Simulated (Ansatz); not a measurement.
`C[SiH2]B(F)Cl`, charge 0, multiplicity 1.

**Question.** Give a relaxed structure at PBE0-D4/def2-TZVP (Ansatz). (Estimate.)

**Answer.** Computed: 
```xyz
10

C    -1.0981    0.1106    0.9985
Si    0.1154   -0.7558   -0.1299
B     1.2818    0.5608   -1.1444
F     2.1992    0.1600   -2.0006
Cl    1.1212    2.2998   -0.9259
H    -1.7565    0.7664    0.4246
H    -1.7165   -0.6114    1.5355
H    -0.5708    0.7238    1.7324
H    -0.5943   -1.5989   -1.1343
H     1.0185   -1.6553    0.6440
```
Point group Cs.
This is one stationary point; other conformers may exist.
